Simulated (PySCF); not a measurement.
A calculated (UHF, PySCF 2.14, x2c-SVPall, the spin-free X2C one-electron Hamiltonian (Gaussian nucleus)) atom or ion has these occupied shells.

| shell | electrons | orbital energy (eV) | rms radius, mean of both spins (bohr) |
| --- | --- | --- | --- |
| 1s α | 1 | -2206.1 | 0.120 |
| 1s β | 1 | -2205.8 | 0.120 |
| 2s α | 1 | -229.52 | 0.560 |
| 2s β | 1 | -229.24 | 0.560 |
| 2p α | 3 | -171.20 | 0.539 |
| 2p β | 3 | -170.71 | 0.539 |
| 3s α | 1 | -40.060 | 1.90 |
| 3s β | 1 | -37.111 | 1.90 |
| 3p α | 1 | -29.838 | 2.18 |

Q: Name the element and its charge.

A: P²⁺ (phosphorus, charge +2), in [Ne] 3s2 3p1, 2P determinant.
